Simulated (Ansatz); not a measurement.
ClGaH₅NSi₂ (`N[SiH]1[SiH2][Ga]1[Cl]`). The species carries charge 0 and has multiplicity 1.

Z-matrix (Å, degrees):
```
Si
Si 1 2.310
Ga 1 2.437 2 61.7
N 1 1.704 2 131.3 3 137.3
H 1 1.493 2 110.2 3 -86.7
H 2 1.499 1 132.0 3 159.9
H 2 1.510 1 99.3 3 -77.3
Cl 3 2.153 1 162.2 2 173.6
H 4 1.006 1 122.3 2 -44.0
H 4 1.007 1 122.4 2 155.4
```

List the harmonic frequencies (cm⁻¹, unscaled) at PBE0-D4/def2-TZVP in Ansatz. (Estimate.)

Ansatz gave: 46, 76, 129, 139, 220, 244, 283, 304, 352, 419, 447, 513, 561, 630, 713, 877, 886, 941, 1572, 2101, 2143, 2186, 3609, 3713.

Is this a minimum?

Yes, all 24 modes are real.

Give the ideal-gas thermochemistry at 298.15 K and 1 bar (rigid rotor, harmonic oscillator; point group C1, symmetry number 1).

Zero-point energy 138.2 kJ/mol; H(298) − E = 165.4 kJ/mol; entropy 407.8 J/(mol·K), of which translation 173.6, rotation 123.1, vibration 111.0; G(298) − E = 43.8 kJ/mol. Modes under 100 cm⁻¹ are hindered rotations or soft bends, so the harmonic entropy is rough.

Rotational constants (cm⁻¹)?

0.1129, 0.02867, 0.02368.
